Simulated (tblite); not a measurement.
Run record: tight-binding relaxation, `C=C(C)[Si@@](N)(O)OC`.

Computed with GFN2-xTB geometry optimisation, gas phase (tblite 0.8.0). Start geometry: from a force field or distance geometry. A driver script takes a list of jobs; this job's settings line and coordinates (Å) are shown.

Command:
```bash
OMP_NUM_THREADS=1 python probes_run.py task.json out
```

Input:
```
{"job": {"kind": "relax", "xc": "GFN2-xTB", "basis": "xTB"}, "charge": 0, "multiplicity": 1}
C     -1.632400    -0.975400     1.040200
C     -1.262800     0.061600     0.299900
C     -2.167300     1.239100     0.293600
Si     0.335300     0.062800    -0.662700
N      0.828500    -1.626000    -0.877800
O     -0.087000     0.716500    -2.201400
O      1.501200     1.072700     0.014800
C      2.611400     0.445700     0.535400
H     -1.078100    -1.897000     1.151600
H     -2.593900    -0.920100     1.593700
H     -1.529100     2.120800     0.091100
H     -2.909200     1.169600    -0.540100
H     -2.667300     1.395700     1.276400
H      1.393800    -2.007800    -0.114300
H     -0.047100    -2.175200    -1.010400
H      0.532800     0.389100    -2.881100
H      2.449000     0.194400     1.594500
H      3.460500     1.169400     0.484500
H      2.851800    -0.426600    -0.095300
```

Output:
```
step      E/eV     max force
  0    -734.58722    2.253
  1    -734.84931    1.251
  2    -734.94388    0.958
  3    -734.97874    0.708
  4    -735.01469    0.383
  5    -735.02698    0.378
  6    -735.05770    0.576
  7    -735.08694    0.572
  8    -735.10425    0.382
  9    -735.11915    0.287
... (112 lines left out)
122    -735.30138    0.017
123    -735.30145    0.018
124    -735.30149    0.019
125    -735.30152    0.016
126    -735.30154    0.011
127    -735.30157    0.011
128    -735.30161    0.017
129    -735.30163    0.018
130    -735.30166    0.015
131    -735.30168    0.008
```

«max force» is the largest atomic force in eV/Å.

Task: From which step on does the largest force stay under 0.1 eV/Å, and how much energy is left to gain from there?

Result: From step 64 (0.094 eV/Å), 12.4 meV above the end.

Main results: energy lowered by 16.5 kcal/mol over 131 steps; largest atomic force 0.008 eV/Å at the end.

Task: Where do the atoms end?

Result: 0.464 Å rms from the input after alignment:
```
atom  x, y, z in Å
C1    -1.4522   -0.8869    1.2859
C2    -1.1658    0.0284    0.3691
C3    -1.9368    1.3120    0.3023
Si4    0.2462   -0.1835   -0.8818
N5     0.7664   -1.8143   -1.1571
O6    -0.2938    0.4558   -2.2707
O7     1.5497    0.7102   -0.4632
C8     2.3537    0.5485    0.6657
H9    -0.9159   -1.8196    1.3542
H10   -2.2428   -0.7492    2.0093
H11   -1.2643    2.1553    0.4518
H12   -2.3744    1.4184   -0.6880
H13   -2.7247    1.3442    1.0525
H14    1.2767   -2.2813   -0.4256
H15    0.1019   -2.4540   -1.5606
H16    0.3441    0.6861   -2.9412
H17    1.7505    0.4929    1.5760
H18    3.0202    1.4096    0.7286
H19    2.9513   -0.3634    0.5852
```

Task: Estimate the wall time. Hardware: one thread, Arm Neoverse N1 (aarch64), shared host with 64 logical CPUs at a one-minute load of 59.

Result: About 1.6 s.
Labels such as C1 count atoms from 1, the log's own numbers from 0.
